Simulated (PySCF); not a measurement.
Mapped SMILES: `[CH3:1][O:2][Si:3]([O:4][CH3:5])([O:6][CH3:7])[O:8][CH3:9]` (H(Xn): hydrogen on atom n).

[PySCF 2.14.0 with density-fitted response routines: structure optimised with GFN2-xTB; PBE0/pcSseg-1 with gauge-including orbitals; equivalent nuclei averaged; non-relativistic; one computed conformer; isolated molecule]

Referencing at the same level of theory: TMS for 13C (186.93 ppm) and 1H (31.72 ppm) and 29Si (349.16 ppm); H2O for 17O (336.08 ppm).

```
                  atoms  nucleus  count  Hirshfeld charge  δ (ppm)
            C1/C5/C7/C9      13C      4             -0.03        ?
            O2/O4/O6/O8      17O      4             -0.23     17.0
                    Si3     29Si      1              0.55    -89.0
H(C1)/H(C5)/H(C7)/H(C9)       1H     12              0.04        ?
```

Question: Fill in the missing shifts.

Answer: 
- C1/C5/C7/C9: 53.8 ppm, methyl carbon bonded to O; pulled downfield by the heteroatom
- H(C1)/H(C5)/H(C7)/H(C9): 3.79 ppm, hydrogen on a methyl carbon bonded to O; its carbon carries O, which withdraws density

Shifts are as computed. Against solution values, carbons near 30 ppm lie about +3 ppm off and those near 130 ppm about +5 ppm. Of 1211 compounds with measured shifts, 218 miss one by over three times the rms of a fit or turn the order of signals round; such compounds aren't used in these exercises. Experimental scales use liquid or dissolved standards, which lie at an offset from isolated H2O (liquid H2O: subtract about 36 ppm).
